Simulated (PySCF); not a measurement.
These 2 structures share the formula C7H10ClF3. Level of theory: PBE0-D3(BJ)/def2-SVP geometry optimisation, gas phase in PySCF 2.14.0. One conformer each; no zero-point energy, no entropy. No frequencies were run at this level. Point groups hold within 0.08 Å.

Problem. Rank from lowest to highest electronic energy at this level (kcal/mol).
A. `[CH3:1][C:2]([CH3:3])([CH2:4][Cl:5])[CH2:6][C:7]([F:8])=[C:9]([F:10])[F:11]` with C1–C2–C4–Cl5 180°, C1–C2–C6–C7 65°, C2–C6–C7–F8 79°
B. `[F:1][C:2]([F:3])([F:4])[C@H:5]1[CH2:6][CH2:7][C@@H:8]([Cl:9])[CH2:10][CH2:11]1` with C2–C5–C6–C7 179°, C5–C6–C7–C8 -54°, C6–C7–C8–Cl9 -69°, C7–C8–C10–C11 -53°

Solution. B (0.0), A (51.4).

As drawn, the higher has a C=C bond outside aromatic rings and a quaternary carbon, which the lower lacks.

```
                       SMILES       E (Eh)  E rel (kcal/mol)  dipole (D)  point group       A, B, C (MHz)
FC(F)(F)[C@H]1CC[C@@H](Cl)CC1  -1031.23649               0.0        3.02           Cs  1825, 534.3, 525.9
        CC(C)(CCl)CC(F)=C(F)F  -1031.15455              51.4        2.05           C1  1692, 468.4, 443.1
```
